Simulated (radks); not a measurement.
The mean radii <r> (bohr) of the occupied orbitals of an atom or ion are listed with their occupations. Method: scalar-relativistic Kohn-Sham, PBEsol, spin-unpolarised, spherical densities, point nucleus; computed with a radial shooting solver on a logarithmic mesh with Libxc functionals.

orbital  occ.      <r>
1s          2  0.08107
2s          2   0.3803
2p          5   0.3405
3s          2    1.129
3p          4    1.184
4f          1    4.236

Name the element and its charge.

Answer. Z = 19, potassium, charge +3: K3+ in [He] 2s2 2p5 3s2 3p4 4f1. The 1s radius gives Z: for a bare nucleus <r> = (2 gamma + 1)/(2Z) with gamma = sqrt(1 - (Z/c)^2), 0.07844 bohr for Z = 19, and screening makes it slightly larger (0.08107 here). The occupations add up to 16, and the charge is Z minus that.
